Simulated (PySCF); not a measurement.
C2Cl3F. Atoms are numbered in the order given.

```xyz
6

F      1.9028    -0.6958     0.0000
C      0.5808    -0.6544     0.0000
Cl    -0.1657    -2.1995     0.0000
C     -0.0832     0.5157     0.0000
Cl    -1.8047     0.6075     0.0000
Cl     0.7874     2.0093     0.0000
```

Geometry: B3LYP-D3(BJ)/def2-SVP.

These are PBE0/pcSseg-1 (PySCF) values and carry that method's errors.

GIAO shieldings, no solvent; atoms listed in one row are averaged. δ = σ(ref) − σ: ¹⁹F against CFCl3 (σ = 167.2 ppm); ¹³C against TMS (σ = 186.3 ppm); ³⁵Cl against HCl (σ = 945.9 ppm), references at their B3LYP-D3(BJ)/def2-TZVP geometries, non-relativistic (without spin–orbit terms, shifts of atoms bonded to Cl or Br come out too high).

```json
[
 {"nucleus": "¹⁹F", "atoms": "F1", "count": "1", "δ (ppm)": "-80.5"},
 {"nucleus": "¹³C", "atoms": "C2", "count": "1", "δ (ppm)": "160.2"},
 {"nucleus": "¹³C", "atoms": "C4", "count": "1", "δ (ppm)": "129.6"},
 {"nucleus": "³⁵Cl", "atoms": "Cl6", "count": "1", "δ (ppm)": "295.2"},
 {"nucleus": "³⁵Cl", "atoms": "Cl5", "count": "1", "δ (ppm)": "283.8"},
 {"nucleus": "³⁵Cl", "atoms": "Cl3", "count": "1", "δ (ppm)": "281.5"}
]
```
